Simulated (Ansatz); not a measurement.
The cluster Sn₄H₈⁺. The state is a doublet with charge 1. Geometry PBE-D4/def2-SVP, that of the neutral singlet; atoms count from 1.

| atom | x (Å) | y (Å) | z (Å) |
| --- | --- | --- | --- |
| Sn1 | -0.585 | 1.610 | 0.926 |
| Sn2 | 0.768 | -1.996 | -0.353 |
| Sn3 | 1.096 | 0.697 | -1.171 |
| Sn4 | -1.763 | -1.724 | 1.093 |
| H5 | 0.832 | -2.976 | -1.794 |
| H6 | -2.127 | 2.370 | 0.686 |
| H7 | -2.308 | -0.794 | -0.358 |
| H8 | 0.268 | 1.213 | -2.610 |
| H9 | 0.099 | 2.323 | 2.363 |
| H10 | 2.237 | -2.376 | 0.510 |
| H11 | 2.568 | 1.626 | -1.086 |
| H12 | -1.087 | 0.028 | 1.794 |

In the def2 sets Sn takes a core potential; there is no spin–orbit coupling. The structure comes from a short search, and lower isomers may exist.

(1) Estimate the Mulliken populations from the PBE0/def2-TZVP orbitals of Ansatz.

(2) Where does the spin sit?

(3) And the Mayer bond orders between heavy atoms (over 0.3)?

## Answers

(1) 
```csv
atom,charge (e),spin (α − β)
Sn1,0.18,0.00
Sn2,0.16,0.30
Sn3,0.14,0.10
Sn4,0.29,0.50
H5,0.04,0.01
H6,0.03,0.00
H7,0.00,0.02
H8,0.04,0.02
H9,0.02,0.00
H10,0.03,0.00
H11,0.05,0.06
H12,0.01,-0.01
```
Mulliken values depend strongly on the basis.

(2) Summed by element: Sn 0.91, H 0.09, of 1 unpaired in all. Largest on single atoms: Sn4 0.50, Sn2 0.30, Sn3 0.10.

(3) Sn1–Sn3 0.84 (2.84 Å); Sn2–Sn3 0.80 (2.83 Å); Sn2–Sn4 0.73 (2.93 Å).
